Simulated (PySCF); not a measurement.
B(Cl)2(NH2) (BCl2H2N), SMILES NB(Cl)Cl.

Coordinates come from a ωB97X-D3(BJ)/def2-SVP optimisation. The values are those of a single conformer.

Computed with M06-2X/def2-TZVPD (PySCF).

Symmetry labels are those of the subgroup C2v that the program uses (full group C2v).

Computed valence orbital energies around the gap with their symmetry:
```json
[
 {"orbital": "HOMO−7", "symmetry": "B2", "energy (eV)": "-16.67"},
 {"orbital": "HOMO−6", "symmetry": "A1", "energy (eV)": "-14.26"},
 {"orbital": "HOMO−5", "symmetry": "B2", "energy (eV)": "-12.67"},
 {"orbital": "HOMO−4", "symmetry": "B1", "energy (eV)": "-12.40"},
 {"orbital": "HOMO−3", "symmetry": "A1", "energy (eV)": "-10.96"},
 {"orbital": "HOMO−2", "symmetry": "A2", "energy (eV)": "-10.60"},
 {"orbital": "HOMO−1", "symmetry": "B2", "energy (eV)": "-10.22"},
 {"orbital": "HOMO", "symmetry": "B1", "energy (eV)": "-10.00"},
 {"orbital": "LUMO", "symmetry": "A1", "energy (eV)": "-0.13"},
 {"orbital": "LUMO+1", "symmetry": "B1", "energy (eV)": "0.75"},
 {"orbital": "LUMO+2", "symmetry": "A1", "energy (eV)": "0.79"},
 {"orbital": "LUMO+3", "symmetry": "B2", "energy (eV)": "0.80"}
]
```
